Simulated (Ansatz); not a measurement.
The cluster CdF2⁺. The state is a doublet with charge 1. Geometry PBE-D4/def2-TZVP; atoms count from 1.

```xyz
3

Cd    0.435    0.192    1.088
F     0.368   -0.997   -0.619
F    -0.802    0.806   -0.469
```

In the def2 sets Cd takes a core potential; there is no spin–orbit coupling. Another isomer (doublet) lies 0.20 eV lower at PBE0-D4/def2-TZVP; other spin states weren't run for this one.

Estimate the Mulliken populations from the PBE0/def2-TZVP orbitals of Ansatz.


| atom | charge (e) | spin (α − β) | d electrons |
| --- | --- | --- | --- |
| Cd1 | 1.41 | -0.06 | 10.04 |
| F2 | -0.21 | 0.53 | – |
| F3 | -0.21 | 0.53 | – |
Mulliken values and Mayer orders depend strongly on the basis.

Where does the spin sit?

Summed by element: Cd -0.06, F 1.06, of 1 unpaired in all. Largest on single atoms: F2 0.53, F3 0.53, Cd1 -0.06.

And the Mayer bond orders between bonded heavy atoms (over 0.3)?

Cd1–F2 0.48 (2.08 Å); Cd1–F3 0.48 (2.08 Å). Values over 0.3 also appear between atoms too far apart for a bond (F2–F3 0.42 at 2.15 Å); they arise where an orbital or an unpaired electron spreads over both atoms.
